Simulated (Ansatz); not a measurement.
Input and output for C₃H₉ClGe, SMILES `[CH3][Ge]([CH3])([CH3])[Cl]`.

```yaml
crystal:
  periodic: [false, false, false]
  atoms:
    - {symbol: C, position_ang: [-1.793750, 0.517332, 0.196127]}
    - {symbol: Ge, position_ang: [0.095839, 0.290636, -0.205294]}
    - {symbol: C, position_ang: [1.214140, 0.364792, 1.384340]}
    - {symbol: C, position_ang: [0.447253, -1.280565, -1.296562]}
    - {symbol: Cl, position_ang: [0.664008, 2.010132, -1.423185]}
    - {symbol: H, position_ang: [-1.952442, 1.448909, 0.740195]}
    - {symbol: H, position_ang: [-2.150391, -0.313985, 0.808378]}
    - {symbol: H, position_ang: [-2.372321, 0.547999, -0.727639]}
    - {symbol: H, position_ang: [1.040504, 1.297525, 1.921820]}
    - {symbol: H, position_ang: [2.266887, 0.311845, 1.105152]}
    - {symbol: H, position_ang: [0.982182, -0.472406, 2.046479]}
    - {symbol: H, position_ang: [0.185749, -2.186899, -0.745829]}
    - {symbol: H, position_ang: [1.503637, -1.323098, -1.563527]}
    - {symbol: H, position_ang: [-0.144294, -1.241515, -2.211753]}
basis:
  gaussian: {orbitals: def2-TZVPP}
magnetization: {spin_polarized: true, initial_magnetization: 0}
hamiltonian: {xc: {name: SPW92}, pseudopotentials: {relativity: none}}
scf: {lower_state_search: light}
output: {forces: true}
```

```sh
$ ansatz run in.yaml --threads 2 --pin off --events-out ev --progress --plain --max-ram 22528MiB --backend cuda --devices 0, --max-vram 18GiB
```

Output, abridged:

```
Functional definition: SPW92
  name "SPW92"
  cite "Dirac, Proc. Camb. Phil. Soc. 26, 376 (1930) doi:10.1017/S0305004100016108"
  cite "Slater, Phys. Rev. 81, 385 (1951) doi:10.1103/PhysRev.81.385"
  cite "Perdew & Wang, Phys. Rev. B 45, 13244 (1992) doi:10.1103/PhysRevB.45.13244"
  exchange = slater_x
  correlation = pw_c
1723 factors; their error is unknown
mean field evaluation 1: about -72119.9178 eV, gradient 7.8e1 eV
mean field evaluation 2: about -72086.0667 eV, gradient 1.1e2 eV
mean field evaluation 4: about -72144.4668 eV, gradient 8.4e0 eV
mean field evaluation 8: about -72144.7921 eV, gradient 1.4e-1 eV
mean field evaluation 16: about -72144.7528 eV, gradient 3.7e-4 eV
mean field -72144.75279327 eV, -2651.2707636830 hartree, gradient 3.9e-5 eV, S^2 0.000000; 0 other end points of the search recorded, 0 dependent functions left out
the calculation of the forces begins
reference -72144.75283794 eV, -2651.2707653246 hartree; 38, 38 occupied and 271, 271 virtual orbitals, 1723 factors
Total energy: -72144.75283794 eV, -2651.2707653246 hartree
Atom 0 at    -1.793750     0.517332     0.196127 Å, force     0.479461    -0.060464    -0.100002 eV/Å
Atom 1 at     0.095839     0.290636    -0.205294 Å, force    -0.021973    -0.066723     0.047205 eV/Å
Atom 2 at     1.214140     0.364792     1.384340 Å, force    -0.285152    -0.021677    -0.402106 eV/Å
Atom 3 at     0.447253    -1.280565    -1.296562 Å, force    -0.090260     0.396545     0.279397 eV/Å
Atom 4 at     0.664008     2.010132    -1.423185 Å, force    -0.051073    -0.154150     0.109202 eV/Å
Atom 5 at    -1.952442     1.448909     0.740195 Å, force    -0.008135     0.243969     0.134476 eV/Å
Atom 6 at    -2.150391    -0.313985     0.808378 Å, force    -0.061475    -0.215805     0.150046 eV/Å
Atom 7 at    -2.372321     0.547999    -0.727639 Å, force    -0.118712     0.006757    -0.252079 eV/Å
Atom 8 at     1.040504     1.297525     1.921820 Å, force    -0.064306     0.246998     0.112062 eV/Å
Atom 9 at     2.266887     0.311845     1.105152 Å, force     0.258697    -0.012676    -0.103008 eV/Å
Atom 10 at     0.982182    -0.472406     2.046479 Å, force    -0.076743    -0.214868     0.144191 eV/Å
Atom 11 at     0.185749    -2.186899    -0.745829 Å, force    -0.072409    -0.206780     0.157623 eV/Å
Atom 12 at     1.503637    -1.323098    -1.563527 Å, force     0.273008     0.018610    -0.053038 eV/Å
Atom 13 at    -0.144294    -1.241515    -2.211753 Å, force    -0.160929     0.040264    -0.223970 eV/Å
Dipole moment:    -0.150277    -0.454811     0.322142 e Å
```

Run time 5.5 s (2 threads of an AMD EPYC 7R13 on a shared host and a share of an NVIDIA H100 80 GB); peak host memory 0.89 GiB.
